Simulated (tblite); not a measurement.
A geometry optimisation, step by step.

Compound: C₄H₉BN₂.
Atom-mapped SMILES: `[CH2:1]=[CH:2][B@H-:3]([C:4]#[N:5])[NH2+:6][CH3:7]` (hydrogens: H8, H9 on C1; H10 on C2; H11 on B3; H12, H13 on N6; H14, H15, H16 on C7)
Bond orders are those of one Lewis drawing.

Computed with GFN2-xTB (tblite), gas phase: L-BFGS steps from a force-field or distance-geometry start until the largest atomic force falls under 0.01 eV/Å. 9 of its 192 geometries are shown.

Step 0: E = -547.6273 eV, largest atomic force 2.633 eV/Å
```
atom  x, y, z in Å  |  force x, y, z in eV/Å
C1      2.169   -0.963   -0.669    0.979   0.016   0.391
C2      1.657    0.169   -0.212    1.854  -0.673   0.716
B3      0.217    0.655   -0.355    0.078   2.539  -0.543
C4     -0.065    1.632    0.814   -0.389   0.768   1.116
N5     -0.286    2.333    1.709    0.271  -0.469  -0.774
N6     -0.869   -0.399   -0.398   -1.882  -1.487  -1.087
C7     -1.831   -0.290    0.695   -1.405  -0.385   0.448
H8      1.606   -1.694   -1.230    0.065  -0.037  -0.014
H9      3.232   -1.181   -0.474   -0.686  -0.192  -0.360
H10     2.355    0.814    0.360   -0.388  -0.333  -0.462
H11     0.150    1.308   -1.365   -0.089   0.122  -0.174
H12    -0.526   -1.379   -0.503    0.038   0.834   0.319
H13    -1.444   -0.218   -1.250    0.730  -0.345   0.563
H14    -2.567    0.525    0.468    0.818  -0.435   0.357
H15    -2.438   -1.222    0.713    0.286   0.410   0.394
H16    -1.367   -0.082    1.686   -0.281  -0.332  -0.890
```

Step 24: E = -548.1714 eV, largest atomic force 0.125 eV/Å
```
atom  x, y, z in Å  |  force x, y, z in eV/Å
C1      2.109   -0.997   -0.645    0.010   0.005   0.016
C2      1.682    0.182   -0.217    0.036   0.039  -0.002
B3      0.237    0.850   -0.395   -0.120  -0.035  -0.006
C4     -0.081    1.769    0.814    0.072  -0.053   0.017
N5     -0.275    2.448    1.721   -0.041   0.036   0.002
N6     -0.881   -0.378   -0.392    0.023  -0.009   0.002
C7     -1.886   -0.373    0.674    0.005  -0.022  -0.042
H8      1.504   -1.695   -1.212   -0.072   0.042   0.027
H9      3.120   -1.339   -0.477    0.007  -0.009  -0.001
H10     2.406    0.794    0.309    0.083   0.004   0.008
H11     0.123    1.446   -1.423   -0.019  -0.024  -0.001
H12    -0.306   -1.217   -0.321    0.003  -0.005  -0.022
H13    -1.343   -0.386   -1.298    0.038   0.004   0.029
H14    -2.517    0.509    0.571    0.010  -0.034   0.044
H15    -2.502   -1.273    0.630   -0.062   0.028   0.006
H16    -1.398   -0.331    1.647    0.027   0.032  -0.077
```

Step 48: E = -548.1812 eV, largest atomic force 0.040 eV/Å
```
atom  x, y, z in Å  |  force x, y, z in eV/Å
C1      2.090   -0.998   -0.629    0.022  -0.012   0.004
C2      1.698    0.201   -0.226    0.007   0.018   0.003
B3      0.239    0.847   -0.374   -0.022   0.033  -0.007
C4     -0.089    1.758    0.838    0.006  -0.030  -0.024
N5     -0.326    2.454    1.721    0.002   0.014   0.032
N6     -0.862   -0.389   -0.392    0.022   0.011  -0.006
C7     -1.878   -0.379    0.660   -0.007   0.009  -0.004
H8      1.435   -1.704   -1.129    0.015   0.000   0.006
H9      3.103   -1.350   -0.510    0.003  -0.018   0.006
H10     2.453    0.829    0.235    0.003  -0.002  -0.020
H11     0.115    1.457   -1.394   -0.020  -0.014   0.001
H12    -0.284   -1.225   -0.312   -0.010  -0.016  -0.001
H13    -1.303   -0.398   -1.307   -0.002   0.008   0.012
H14    -2.473    0.528    0.582   -0.023   0.016   0.002
H15    -2.536   -1.248    0.594   -0.010  -0.017  -0.020
H16    -1.390   -0.374    1.632    0.013  -0.001   0.015
```

Step 72: E = -548.1902 eV, largest atomic force 0.101 eV/Å
```
atom  x, y, z in Å  |  force x, y, z in eV/Å
C1      2.116   -0.997   -0.533   -0.023  -0.001   0.001
C2      1.708    0.248   -0.338    0.044  -0.048  -0.024
B3      0.223    0.848   -0.377    0.037  -0.049  -0.014
C4     -0.032    1.671    0.910    0.016   0.068   0.073
N5     -0.197    2.302    1.857   -0.009  -0.026  -0.023
N6     -0.873   -0.386   -0.408   -0.050  -0.055  -0.002
C7     -1.921   -0.373    0.616   -0.015   0.006   0.033
H8      1.452   -1.824   -0.772    0.017   0.053   0.040
H9      3.156   -1.284   -0.481   -0.015   0.013  -0.018
H10     2.485    0.982   -0.135   -0.056  -0.054   0.011
H11     0.039    1.509   -1.352   -0.037   0.056  -0.019
H12    -0.312   -1.234   -0.323   -0.011   0.040   0.002
H13    -1.297   -0.380   -1.331    0.035  -0.019   0.005
H14    -2.459    0.572    0.573   -0.006  -0.012  -0.023
H15    -2.629   -1.196    0.481    0.064   0.033  -0.007
H16    -1.468   -0.449    1.603    0.010  -0.002  -0.034
```

Step 96: E = -548.2034 eV, largest atomic force 0.052 eV/Å
```
atom  x, y, z in Å  |  force x, y, z in eV/Å
C1      2.125   -0.956   -0.387   -0.013   0.011  -0.018
C2      1.687    0.285   -0.538    0.033  -0.009   0.021
B3      0.202    0.861   -0.359    0.003  -0.003  -0.010
C4      0.092    1.502    1.054   -0.009  -0.006  -0.036
N5      0.012    2.008    2.083    0.016  -0.039  -0.017
N6     -0.866   -0.389   -0.437    0.004   0.019   0.023
C7     -1.969   -0.347    0.522   -0.025   0.004  -0.011
H8      1.483   -1.802   -0.158    0.006   0.022   0.029
H9      3.168   -1.223   -0.473   -0.021   0.012  -0.046
H10     2.440    1.034   -0.761    0.001  -0.001   0.028
H11    -0.115    1.649   -1.198    0.014  -0.011  -0.006
H12    -0.302   -1.226   -0.295   -0.004   0.003   0.032
H13    -1.226   -0.416   -1.387    0.023   0.014   0.018
H14    -2.500    0.596    0.419   -0.019   0.014  -0.004
H15    -2.668   -1.170    0.370   -0.016  -0.043  -0.009
H16    -1.571   -0.398    1.534    0.007   0.014   0.005
```

Step 119: E = -548.2193 eV, largest atomic force 0.088 eV/Å
```
atom  x, y, z in Å  |  force x, y, z in eV/Å
C1      2.134   -0.879   -0.326    0.040  -0.074  -0.025
C2      1.653    0.302   -0.684    0.017   0.023   0.041
B3      0.200    0.882   -0.311    0.014  -0.004  -0.035
C4      0.231    1.344    1.171    0.009  -0.001   0.029
N5      0.270    1.681    2.269   -0.014  -0.003  -0.005
N6     -0.846   -0.383   -0.397    0.044  -0.043  -0.030
C7     -2.051   -0.310    0.425   -0.008   0.042   0.002
H8      1.562   -1.607    0.242    0.057   0.037  -0.011
H9      3.140   -1.198   -0.560   -0.057  -0.003  -0.004
H10     2.333    0.954   -1.221   -0.038   0.036   0.005
H11    -0.202    1.741   -1.034   -0.001  -0.031   0.000
H12    -0.289   -1.192   -0.126    0.031   0.003   0.023
H13    -1.086   -0.491   -1.379   -0.009  -0.013  -0.006
H14    -2.667    0.522    0.090   -0.030   0.001   0.012
H15    -2.627   -1.237    0.371   -0.023   0.048   0.006
H16    -1.760   -0.122    1.458   -0.032  -0.016  -0.003
```

Step 143: E = -548.2420 eV, largest atomic force 0.057 eV/Å
```
atom  x, y, z in Å  |  force x, y, z in eV/Å
C1      2.217   -0.839   -0.407    0.008  -0.015  -0.045
C2      1.638    0.307   -0.731   -0.006   0.000  -0.001
B3      0.206    0.834   -0.226    0.013   0.025  -0.005
C4      0.286    1.272    1.264   -0.007  -0.033   0.008
N5      0.332    1.576    2.371   -0.001  -0.006  -0.037
N6     -0.815   -0.453   -0.261    0.016   0.005  -0.002
C7     -2.131   -0.232    0.334   -0.018   0.026   0.047
H8      1.763   -1.558    0.263   -0.012  -0.016   0.016
H9      3.190   -1.133   -0.777   -0.035   0.027   0.022
H10     2.197    0.962   -1.391    0.013   0.023   0.014
H11    -0.274    1.680   -0.915   -0.001  -0.011   0.012
H12    -0.332   -1.203    0.230    0.029  -0.009  -0.037
H13    -0.900   -0.716   -1.241    0.010  -0.027   0.042
H14    -2.610    0.616   -0.154    0.005  -0.033   0.005
H15    -2.771   -1.112    0.241   -0.003   0.013  -0.013
H16    -2.005    0.008    1.389   -0.010   0.032  -0.025
```

Step 167: E = -548.2595 eV, largest atomic force 0.413 eV/Å
```
atom  x, y, z in Å  |  force x, y, z in eV/Å
C1      2.188   -0.872   -0.582    0.299  -0.260  -0.116
C2      1.649    0.327   -0.692   -0.181   0.241   0.022
B3      0.209    0.811   -0.190   -0.026  -0.006  -0.052
C4      0.293    1.342    1.264   -0.012  -0.129  -0.234
N5      0.326    1.704    2.350    0.019   0.134   0.367
N6     -0.770   -0.501   -0.108   -0.104  -0.028   0.072
C7     -2.147   -0.216    0.305   -0.046   0.033  -0.145
H8      1.686   -1.708   -0.127   -0.119  -0.162   0.093
H9      3.181   -1.108   -0.945   -0.076   0.059   0.032
H10     2.256    1.089   -1.157    0.124   0.124  -0.055
H11    -0.304    1.612   -0.905   -0.042  -0.039  -0.082
H12    -0.340   -1.128    0.568    0.056   0.007  -0.025
H13    -0.746   -0.959   -1.018   -0.002   0.068   0.036
H14    -2.598    0.493   -0.392    0.073  -0.051   0.044
H15    -2.757   -1.123    0.326    0.039   0.041   0.058
H16    -2.132    0.244    1.292   -0.002  -0.032  -0.016
```

Step 191: E = -548.2855 eV, largest atomic force 0.009 eV/Å
```
atom  x, y, z in Å  |  force x, y, z in eV/Å
C1      2.135   -0.916   -0.746    0.001  -0.002   0.000
C2      1.688    0.319   -0.580   -0.001   0.001   0.002
B3      0.213    0.802   -0.194    0.000  -0.005   0.001
C4      0.218    1.479    1.206   -0.003  -0.001   0.005
N5      0.199    1.956    2.251    0.002  -0.003  -0.008
N6     -0.738   -0.519   -0.025    0.000   0.004   0.001
C7     -2.122   -0.237    0.350    0.006   0.002  -0.005
H8      1.514   -1.796   -0.633    0.000  -0.001  -0.001
H9      3.159   -1.133   -1.011    0.001  -0.002   0.000
H10     2.410    1.117   -0.720   -0.001   0.002   0.000
H11    -0.285    1.501   -1.022   -0.004   0.000   0.001
H12    -0.288   -1.095    0.685   -0.001   0.005  -0.003
H13    -0.694   -1.018   -0.910    0.001   0.003   0.007
H14    -2.584    0.378   -0.420   -0.001  -0.002  -0.002
H15    -2.703   -1.152    0.476   -0.001   0.001  -0.001
H16    -2.129    0.325    1.282    0.002  -0.002   0.003
```

Task: Summarise the path.

Result: The energy falls by 63.51 kJ/mol from step 0 to step 191; nine tenths of that is first reached at step 120. It rises by more than 0.2 meV at steps 2, 83, 92, 98, 101, 104 and 123. The largest force goes from 2.633 to 0.009 eV/Å. Among the bonds B3–N6 changes most, from 1.515 to 1.637 Å; the atoms move by 0.726 Å rms after alignment.

Task: Follow the three bonds and two angles with the largest change from start to end.

Result: 
```json
{"step": "0", "E above end (kJ/mol)": "63.51", "largest force (eV/Å)": "2.633", "B3–N6 (Å)": "1.515", "C2–B3 (Å)": "1.527", "C7–H14 (Å)": "1.121", "B3–N6–H12 (°)": "114.9", "C2–B3–N6 (°)": "117.2"}
{"step": "8", "E above end (kJ/mol)": "18.25", "largest force (eV/Å)": "0.325", "B3–N6 (Å)": "1.669", "C2–B3 (Å)": "1.606", "C7–H14 (Å)": "1.088", "B3–N6–H12 (°)": "108.9", "C2–B3–N6 (°)": "111.6"}
{"step": "17", "E above end (kJ/mol)": "13.10", "largest force (eV/Å)": "0.330", "B3–N6 (Å)": "1.664", "C2–B3 (Å)": "1.609", "C7–H14 (Å)": "1.091", "B3–N6–H12 (°)": "102.7", "C2–B3–N6 (°)": "109.8"}
{"step": "25", "E above end (kJ/mol)": "10.87", "largest force (eV/Å)": "0.110", "B3–N6 (Å)": "1.659", "C2–B3 (Å)": "1.605", "C7–H14 (Å)": "1.089", "B3–N6–H12 (°)": "103.5", "C2–B3–N6 (°)": "107.2"}
{"step": "33", "E above end (kJ/mol)": "10.32", "largest force (eV/Å)": "0.043", "B3–N6 (Å)": "1.659", "C2–B3 (Å)": "1.604", "C7–H14 (Å)": "1.089", "B3–N6–H12 (°)": "103.6", "C2–B3–N6 (°)": "107.5"}
{"step": "42", "E above end (kJ/mol)": "10.18", "largest force (eV/Å)": "0.041", "B3–N6 (Å)": "1.658", "C2–B3 (Å)": "1.604", "C7–H14 (Å)": "1.089", "B3–N6–H12 (°)": "104.2", "C2–B3–N6 (°)": "107.6"}
{"step": "50", "E above end (kJ/mol)": "10.03", "largest force (eV/Å)": "0.032", "B3–N6 (Å)": "1.654", "C2–B3 (Å)": "1.602", "C7–H14 (Å)": "1.088", "B3–N6–H12 (°)": "103.6", "C2–B3–N6 (°)": "107.8"}
{"step": "58", "E above end (kJ/mol)": "9.89", "largest force (eV/Å)": "0.039", "B3–N6 (Å)": "1.655", "C2–B3 (Å)": "1.603", "C7–H14 (Å)": "1.087", "B3–N6–H12 (°)": "103.9", "C2–B3–N6 (°)": "108.1"}
{"step": "66", "E above end (kJ/mol)": "9.66", "largest force (eV/Å)": "0.080", "B3–N6 (Å)": "1.658", "C2–B3 (Å)": "1.602", "C7–H14 (Å)": "1.088", "B3–N6–H12 (°)": "103.9", "C2–B3–N6 (°)": "108.8"}
{"step": "75", "E above end (kJ/mol)": "9.05", "largest force (eV/Å)": "0.048", "B3–N6 (Å)": "1.652", "C2–B3 (Å)": "1.601", "C7–H14 (Å)": "1.088", "B3–N6–H12 (°)": "104.3", "C2–B3–N6 (°)": "109.6"}
{"step": "83", "E above end (kJ/mol)": "8.84", "largest force (eV/Å)": "0.202", "B3–N6 (Å)": "1.646", "C2–B3 (Å)": "1.600", "C7–H14 (Å)": "1.089", "B3–N6–H12 (°)": "105.2", "C2–B3–N6 (°)": "109.8"}
{"step": "91", "E above end (kJ/mol)": "8.20", "largest force (eV/Å)": "0.208", "B3–N6 (Å)": "1.646", "C2–B3 (Å)": "1.602", "C7–H14 (Å)": "1.089", "B3–N6–H12 (°)": "105.2", "C2–B3–N6 (°)": "109.6"}
{"step": "100", "E above end (kJ/mol)": "7.42", "largest force (eV/Å)": "0.051", "B3–N6 (Å)": "1.644", "C2–B3 (Å)": "1.602", "C7–H14 (Å)": "1.088", "B3–N6–H12 (°)": "104.9", "C2–B3–N6 (°)": "108.4"}
{"step": "108", "E above end (kJ/mol)": "6.97", "largest force (eV/Å)": "0.095", "B3–N6 (Å)": "1.646", "C2–B3 (Å)": "1.605", "C7–H14 (Å)": "1.089", "B3–N6–H12 (°)": "104.2", "C2–B3–N6 (°)": "107.8"}
{"step": "116", "E above end (kJ/mol)": "6.60", "largest force (eV/Å)": "0.079", "B3–N6 (Å)": "1.644", "C2–B3 (Å)": "1.606", "C7–H14 (Å)": "1.089", "B3–N6–H12 (°)": "104.5", "C2–B3–N6 (°)": "107.1"}
{"step": "125", "E above end (kJ/mol)": "5.67", "largest force (eV/Å)": "0.094", "B3–N6 (Å)": "1.648", "C2–B3 (Å)": "1.609", "C7–H14 (Å)": "1.087", "B3–N6–H12 (°)": "104.0", "C2–B3–N6 (°)": "106.1"}
{"step": "133", "E above end (kJ/mol)": "4.80", "largest force (eV/Å)": "0.062", "B3–N6 (Å)": "1.642", "C2–B3 (Å)": "1.606", "C7–H14 (Å)": "1.088", "B3–N6–H12 (°)": "105.1", "C2–B3–N6 (°)": "105.8"}
{"step": "141", "E above end (kJ/mol)": "4.31", "largest force (eV/Å)": "0.070", "B3–N6 (Å)": "1.642", "C2–B3 (Å)": "1.608", "C7–H14 (Å)": "1.088", "B3–N6–H12 (°)": "106.0", "C2–B3–N6 (°)": "106.4"}
{"step": "149", "E above end (kJ/mol)": "4.01", "largest force (eV/Å)": "0.032", "B3–N6 (Å)": "1.643", "C2–B3 (Å)": "1.605", "C7–H14 (Å)": "1.088", "B3–N6–H12 (°)": "105.8", "C2–B3–N6 (°)": "107.3"}
{"step": "158", "E above end (kJ/mol)": "3.71", "largest force (eV/Å)": "0.081", "B3–N6 (Å)": "1.641", "C2–B3 (Å)": "1.603", "C7–H14 (Å)": "1.088", "B3–N6–H12 (°)": "105.7", "C2–B3–N6 (°)": "107.6"}
{"step": "166", "E above end (kJ/mol)": "2.55", "largest force (eV/Å)": "0.250", "B3–N6 (Å)": "1.642", "C2–B3 (Å)": "1.602", "C7–H14 (Å)": "1.093", "B3–N6–H12 (°)": "104.6", "C2–B3–N6 (°)": "108.2"}
{"step": "174", "E above end (kJ/mol)": "0.66", "largest force (eV/Å)": "0.177", "B3–N6 (Å)": "1.638", "C2–B3 (Å)": "1.600", "C7–H14 (Å)": "1.088", "B3–N6–H12 (°)": "105.8", "C2–B3–N6 (°)": "108.0"}
{"step": "183", "E above end (kJ/mol)": "0.05", "largest force (eV/Å)": "0.039", "B3–N6 (Å)": "1.637", "C2–B3 (Å)": "1.600", "C7–H14 (Å)": "1.089", "B3–N6–H12 (°)": "106.0", "C2–B3–N6 (°)": "108.5"}
{"step": "191", "E above end (kJ/mol)": "0.00", "largest force (eV/Å)": "0.009", "B3–N6 (Å)": "1.637", "C2–B3 (Å)": "1.599", "C7–H14 (Å)": "1.088", "B3–N6–H12 (°)": "105.8", "C2–B3–N6 (°)": "108.5"}
```

The cost below is that of the whole relaxation. Time: 0.87 s of wall time. Hardware: Arm Neoverse V2, one thread, shared host with 192 logical CPUs at a one-minute load of 41.
